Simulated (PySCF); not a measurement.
PySCF input file for C4H2N2, SMILES C(#N)/N=C/C#C, PBE/pcSseg-1. The structure is a stationary point at PBE0-D3(BJ)/def2-SVP. The structure was generated by enumeration; whether it is a known compound was not checked.

```python
import numpy as np
from pyscf import gto, scf, dft
from pyscf.prop.nmr import rks as nmr

mol = gto.M(
    atom='''
    C    -0.13441200   -2.96925899    0.00000000
    C     0.09184398   -1.77753023    0.00000000
    C     0.43395135   -0.39870350    0.00000000
    N    -0.46623326    0.51720789    0.00000000
    C    -0.12364564    1.80011991    0.00000000
    N     0.07122262    2.94813664    0.00000000
    H    -0.35362979   -4.02259128    0.00000000
    H     1.51227817   -0.16258358    0.00000000
    ''',
    basis='pcSseg-1',
    charge=0,
    spin=0,
    max_memory=1600,
    verbose=3,
)
mf = dft.RKS(mol, xc='pbe')
mf.grids.level = 3
mf.conv_tol = 1e-10
mf.max_cycle = 100
mf.kernel()
n = nmr.NMR(mf)
n.verbose = 2
n.max_cycle_cphf = 60
sigma = n.kernel()
print('atom   isotropic/ppm   span/ppm')
for i, s in enumerate(sigma):
    w = np.linalg.eigvalsh((s + s.T) / 2)
    print(f'{mol.atom_symbol(i):2s}{i + 1:3d} {w.mean():14.3f} {w[2] - w[0]:11.3f}')
```

Program output:

```
converged SCF energy = -262.674084034743
atom   isotropic/ppm   span/ppm
C   1         74.614     141.857
C   2         91.781     279.171
C   3         15.920     216.482
N   4        -97.812     679.155
C   5         58.530     333.214
N   6        -74.470     248.461
H   7         27.047       8.018
H   8         23.201       4.992
```

The calculation finished and met its thresholds.
